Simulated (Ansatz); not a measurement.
Consider the ligand exchange at the Si–C bond: `F[CH]([SiH3])[SnH3]` + `NCBCl` → `[SiH3]NCBCl` + `F[CH2][SnH3]`.

Isolated molecules relaxed with PBE0-D4/def2-TZVP in Ansatz; ΔE leaves out vibrations. CBS: MP2 limit from def2 TZ/QZ plus the TZ coupled-cluster correction, frozen cores. Functionals use def2-TZVPP. B3LYP here is the variant with VWN-RPA as its local correlation; programs differ in this. def2 core potentials past Kr. For Sn outer-core shells are correlated without core-valence functions, which leaves a few kJ/mol of doubt a bond. Each species was taken in one conformer, which may not be the lowest.

Task: Is it downhill or uphill in electronic energy at CCSD(T)/CBS, and by how much? (Best estimate.)

Result: Ansatz gave: Downhill: ΔE = -46.1 kJ/mol.

Task: What do these levels give: PBE-D4, PBE0-D4, B3LYP-D4, ωB97X-V, HF/def2-TZVPP, MP2/def2-TZVPP, CCSD(T)/def2-TZVPP, MP2/def2-QZVPP, SCS-MP2/def2-QZVPP, HF/CBS(def2), MP2/CBS(def2), CCSD/CBS(def2)? (Best estimate.)

Result: Computed: PBE-D4 -37.4, PBE0-D4 -42.8, B3LYP-D4 -47.5, ωB97X-V -47.6, HF/def2-TZVPP -62.4, MP2/def2-TZVPP -50.5, CCSD(T)/def2-TZVPP -48.3, MP2/def2-QZVPP -49.5, SCS-MP2/def2-QZVPP -52.2, HF/CBS(def2) -63.1, MP2/CBS(def2) -48.4, CCSD/CBS(def2) -48.6 kJ/mol.

Largest T1 diagnostic among the species: 0.013.

In def2-TZVPP, CCSD(T) changes the Hartree–Fock value by +14.1 kJ/mol (the triples alone add +2.4 kJ/mol) and MP2 by +11.9 kJ/mol. From PBE to PBE0 (25 % exact exchange), in def2-TZVPP and without D4, ΔE moves by −5.2 kJ/mol.
